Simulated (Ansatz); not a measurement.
Ansatz (a quantum-chemistry and plane-wave program) input (CCSD(T)/cc-pVTZ):

Ansatz 0.2 input:
```yaml
crystal:
  periodic: [false, false, false]
  atoms:
    - {symbol: S, position_ang: [0.06884914, -0.00016779, 0.00091141]}
    - {symbol: H, position_ang: [-1.27690035, 0.00311193, -0.01690334]}
    - {symbol: H, position_ang: [0.04728824, 1.48098897, 0.01190052]}
    - {symbol: H, position_ang: [0.04036881, -1.48120260, -0.01074014]}
    - {symbol: H, position_ang: [0.02419628, -0.01138032, 1.48155026]}
    - {symbol: H, position_ang: [0.06346077, 0.01116670, -1.48038987]}
basis:
  gaussian:
    orbitals: cc-pVTZ
magnetization: {spin_polarized: true, initial_magnetization: 1}
correlation: {method: ccsd_t, electrons: outside_noble_gas}
```

Output:

```
Functional definition: HF
integrals: 0.20 GiB planned
569 factors; integrals over basis functions are off by at most 8.2e-4 eV
mean field: 0.20 GiB planned
mean field evaluation 1: about -10888.5444 eV, gradient 1.0e1 eV
mean field evaluation 2: about -10888.5591 eV, gradient 1.0e1 eV
mean field evaluation 4: about -10889.7795 eV, gradient 1.9e0 eV
mean field evaluation 8: about -10889.8775 eV, gradient 1.3e-1 eV
mean field evaluation 16: about -10889.8341 eV, gradient 9.2e-1 eV
mean field evaluation 32: about -10886.9131 eV, gradient 3.6e-3 eV
mean field evaluation 64: about -10886.5703 eV, gradient 4.9e-3 eV
mean field -10889.87826555 eV, -400.1956448345 hartree, gradient 7.3e-6 eV, S^2 0.770920; 2 other end points of the search recorded, 0 dependent functions left out
determinant -10889.87826555 eV, -400.1956448345 hartree, with singles and doubles -10897.84649096 eV, -400.4884717169 hartree
determinant -10886.91312512 eV, -400.0866779335 hartree, with singles and doubles -10895.19893263 eV, -400.3911757429 hartree
determinant -10886.57028188 eV, -400.0740786766 hartree, with singles and doubles -10894.95601109 eV, -400.3822485410 hartree
5 core orbitals not correlated
reference -10889.87826555 eV, -400.1956448345 hartree; 6, 5 occupied and 93, 94 virtual orbitals, 569 factors
second order -6.86261155 eV of doubles, -0.00000000 eV of singles
coupled cluster: 0.48 GiB planned
cycle   1  -7.81004725 eV  change   -4.9e-1 eV  update   1.8e-2
cycle   2  -7.82252238 eV  change   -1.2e-2 eV  update   3.8e-3
cycle   3  -7.82395293 eV  change   -1.4e-3 eV  update   1.2e-3
cycle   4  -7.82423116 eV  change   -2.8e-4 eV  update   3.4e-4
cycle   5  -7.82429531 eV  change   -6.4e-5 eV  update   1.5e-4
cycle   6  -7.82435355 eV  change   -5.8e-5 eV  update   8.5e-5
cycle   7  -7.82437966 eV  change   -2.6e-5 eV  update   4.4e-5
cycle   8  -7.82437907 eV  change    5.8e-7 eV  update   1.7e-5
cycle   9  -7.82437308 eV  change    6.0e-6 eV  update   5.2e-6
perturbative correction -0.29128401 eV, -0.0107044901 hartree
Total energy: -10897.99392264 eV, -400.4938897316 hartree
```
